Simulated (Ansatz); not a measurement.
Ansatz (a first-principles code) job for 2-bromo-1,1-difluoroethane (C2H3BrF2), SMILES FC(CBr)F, PBE0-D3(BJ)/def2-SVP. 

Ansatz 0.2 input:
```yaml
crystal:
  periodic: [false, false, false]
  atoms:
    - {symbol: F, position_ang: [-1.84759926, -0.42470764, 0.85777343]}
    - {symbol: C, position_ang: [-1.36907596, 0.43846118, -0.06114731]}
    - {symbol: F, position_ang: [-2.15883224, 1.53768746, 0.00068969]}
    - {symbol: C, position_ang: [0.06388310, 0.83478361, 0.25211997]}
    - {symbol: Br, position_ang: [1.28208309, -0.58235915, -0.25189233]}
    - {symbol: H, position_ang: [-1.49306065, -0.01462349, -1.05687393]}
    - {symbol: H, position_ang: [0.17966273, 1.01756108, 1.32044936]}
    - {symbol: H, position_ang: [0.32953036, 1.72334526, -0.31934792]}
basis:
  gaussian:
    orbitals: def2-SVP
hamiltonian:
  xc: pbe0
  dispersion: d3bj
relax: {f_tol: 0.002, max_steps: 200}
```

It prints:

```
WARN ansatz: RAYON_NUM_THREADS=1 ignored (pool sized by the plan → 1); use --threads N
Functional definition: PBE0
integrals: 0.05 GiB planned
1099 factors; integrals over basis functions are off by at most 4.1e-4 eV
mean field: 0.49 GiB planned
mean field evaluation 1: about -77570.7709 eV, gradient 3.4e1 eV
mean field evaluation 2: about -77570.0081 eV, gradient 3.8e1 eV
mean field evaluation 4: about -77572.9567 eV, gradient 9.6e-1 eV
mean field evaluation 8: about -77572.9923 eV, gradient 4.6e-2 eV
mean field -77572.99231193 eV, -2850.7548866006 hartree, gradient 1.7e-5 eV, S^2 0.000000; 0 other end points of the search recorded, 0 dependent functions left out
the calculation of the forces begins
reference -77572.99233158 eV, -2850.7548873230 hartree; 34, 34 occupied and 69, 69 virtual orbitals, 1099 factors
relax step   1: F+E_penalty+E_count = -77573.12207475 eV  Δ(F+E_penalty+E_count) = +0.000e0 eV  max|allowed force component| = 4.528e-1 eV/Å  Δτ_max = 0.0000 Å  (25 SCF iters, accepted)
these checks for a lower state are left out or cut short: starts, cluster_reference, orbital_swaps, neighbouring_geometries, increment
integrals: 0.05 GiB planned
1099 factors; integrals over basis functions are off by at most 4.2e-4 eV
mean field: 0.49 GiB planned
mean field evaluation 16: about -77572.9560 eV, gradient 2.4e0 eV
mean field -77573.00793595 eV, -2850.7554607728 hartree, gradient 1.4e-5 eV, S^2 0.000000; 0 other end points of the search recorded, 0 dependent functions left out
the calculation of the forces begins
reference -77573.00795558 eV, -2850.7554614942 hartree; 34, 34 occupied and 69, 69 virtual orbitals, 1099 factors
relax step   2: F+E_penalty+E_count = -77573.13786019 eV  Δ(F+E_penalty+E_count) = -1.579e-2 eV  max|allowed force component| = 1.369e-1 eV/Å  Δτ_max = 0.0295 Å  (28 SCF iters, accepted)
these checks for a lower state are left out or cut short: starts, cluster_reference, orbital_swaps, neighbouring_geometries, increment
integrals: 0.05 GiB planned
1099 factors; integrals over basis functions are off by at most 4.2e-4 eV
mean field: 0.49 GiB planned
mean field -77573.01408544 eV, -2850.7556867624 hartree, gradient 1.4e-5 eV, S^2 0.000000; 0 other end points of the search recorded, 0 dependent functions left out
the calculation of the forces begins
reference -77573.01410509 eV, -2850.7556874846 hartree; 34, 34 occupied and 69, 69 virtual orbitals, 1099 factors
relax step   3: F+E_penalty+E_count = -77573.14420253 eV  Δ(F+E_penalty+E_count) = -6.342e-3 eV  max|allowed force component| = 5.995e-2 eV/Å  Δτ_max = 0.0451 Å  (29 SCF iters, accepted)
these checks for a lower state are left out or cut short: starts, cluster_reference, orbital_swaps, neighbouring_geometries, increment
integrals: 0.05 GiB planned
1099 factors; integrals over basis functions are off by at most 4.3e-4 eV
mean field: 0.49 GiB planned
mean field evaluation 32: about -77573.0169 eV, gradient 1.4e-1 eV
mean field -77573.01694117 eV, -2850.7557917085 hartree, gradient 1.4e-5 eV, S^2 0.000000; 0 other end points of the search recorded, 0 dependent functions left out
the calculation of the forces begins
reference -77573.01696084 eV, -2850.7557924314 hartree; 34, 34 occupied and 69, 69 virtual orbitals, 1099 factors
relax step   4: F+E_penalty+E_count = -77573.14700255 eV  Δ(F+E_penalty+E_count) = -2.800e-3 eV  max|allowed force component| = 9.089e-2 eV/Å  Δτ_max = 0.0476 Å  (28 SCF iters, accepted)
these checks for a lower state are left out or cut short: starts, cluster_reference, orbital_swaps, neighbouring_geometries, increment
integrals: 0.05 GiB planned
1099 factors; integrals over basis functions are off by at most 4.3e-4 eV
mean field: 0.49 GiB planned
mean field -77573.01731049 eV, -2850.7558052808 hartree, gradient 1.3e-5 eV, S^2 0.000000; 0 other end points of the search recorded, 0 dependent functions left out
the calculation of the forces begins
reference -77573.01733013 eV, -2850.7558060027 hartree; 34, 34 occupied and 69, 69 virtual orbitals, 1099 factors
relax step   5: F+E_penalty+E_count = -77573.14752520 eV  Δ(F+E_penalty+E_count) = -5.227e-4 eV  max|allowed force component| = 2.729e-2 eV/Å  Δτ_max = 0.0187 Å  (28 SCF iters, accepted)
these checks for a lower state are left out or cut short: starts, cluster_reference, orbital_swaps, neighbouring_geometries, increment
integrals: 0.05 GiB planned
1099 factors; integrals over basis functions are off by at most 4.3e-4 eV
mean field: 0.49 GiB planned
mean field -77573.01758657 eV, -2850.7558154266 hartree, gradient 1.2e-5 eV, S^2 0.000000; 0 other end points of the search recorded, 0 dependent functions left out
the calculation of the forces begins
reference -77573.01760622 eV, -2850.7558161486 hartree; 34, 34 occupied and 69, 69 virtual orbitals, 1099 factors
relax step   6: F+E_penalty+E_count = -77573.14771676 eV  Δ(F+E_penalty+E_count) = -1.916e-4 eV  max|allowed force component| = 9.225e-3 eV/Å  Δτ_max = 0.0063 Å  (23 SCF iters, accepted)
these checks for a lower state are left out or cut short: starts, cluster_reference, orbital_swaps, neighbouring_geometries, increment
integrals: 0.05 GiB planned
1099 factors; integrals over basis functions are off by at most 4.3e-4 eV
mean field: 0.49 GiB planned
mean field -77573.01759081 eV, -2850.7558155825 hartree, gradient 4.1e-5 eV, S^2 0.000000; 0 other end points of the search recorded, 0 dependent functions left out
the calculation of the forces begins
reference -77573.01761046 eV, -2850.7558163046 hartree; 34, 34 occupied and 69, 69 virtual orbitals, 1099 factors
relax step   7: F+E_penalty+E_count = -77573.14772053 eV  Δ(F+E_penalty+E_count) = -3.774e-6 eV  max|allowed force component| = 2.097e-3 eV/Å  Δτ_max = 0.0008 Å  (19 SCF iters, accepted)
these checks for a lower state are left out or cut short: starts, cluster_reference, orbital_swaps, neighbouring_geometries, increment
integrals: 0.05 GiB planned
1099 factors; integrals over basis functions are off by at most 4.3e-4 eV
mean field: 0.49 GiB planned
mean field -77573.01759176 eV, -2850.7558156175 hartree, gradient 1.2e-5 eV, S^2 0.000000; 0 other end points of the search recorded, 0 dependent functions left out
the calculation of the forces begins
reference -77573.01761141 eV, -2850.7558163396 hartree; 34, 34 occupied and 69, 69 virtual orbitals, 1099 factors
relax step   8: F+E_penalty+E_count = -77573.14772071 eV  Δ(F+E_penalty+E_count) = -1.833e-7 eV  max|allowed force component| = 4.285e-4 eV/Å  Δτ_max = 0.0001 Å  (18 SCF iters, accepted)
integrals: 0.05 GiB planned
1099 factors; integrals over basis functions are off by at most 4.3e-4 eV
mean field: 0.49 GiB planned
mean field evaluation 64: about -77572.9854 eV, gradient 3.8e-1 eV
mean field -77573.01759176 eV, -2850.7558156175 hartree, gradient 1.2e-5 eV, S^2 0.000000; 1 other end points of the search recorded, 0 dependent functions left out
the calculation of the forces begins
reference -77573.01761141 eV, -2850.7558163396 hartree; 34, 34 occupied and 69, 69 virtual orbitals, 1099 factors
Total energy: -77573.14774036 eV, -2850.7605984903 hartree
Atom 0 at    -1.789620    -0.514370     0.789281 Å, force     0.000093     0.000066     0.000017 eV/Å
Atom 1 at    -1.375308     0.440424    -0.061839 Å, force    -0.000120    -0.000231    -0.000003 eV/Å
Atom 2 at    -2.148609     1.533940     0.128319 Å, force    -0.000228     0.000165     0.000010 eV/Å
Atom 3 at     0.054462     0.829369     0.228350 Å, force     0.000428    -0.000173     0.000011 eV/Å
Atom 4 at     1.271749    -0.620769    -0.131144 Å, force    -0.000201     0.000213     0.000044 eV/Å
Atom 5 at    -1.518569     0.079375    -1.095301 Å, force     0.000026     0.000024    -0.000054 eV/Å
Atom 6 at     0.148036     1.104319     1.287102 Å, force    -0.000036    -0.000043    -0.000011 eV/Å
Atom 7 at     0.344451     1.677861    -0.402997 Å, force     0.000039    -0.000021    -0.000015 eV/Å
Dipole moment:     0.117023     0.216232    -0.160154 e Å
```

The run converged.

Cost: very roughly 70 core-seconds.
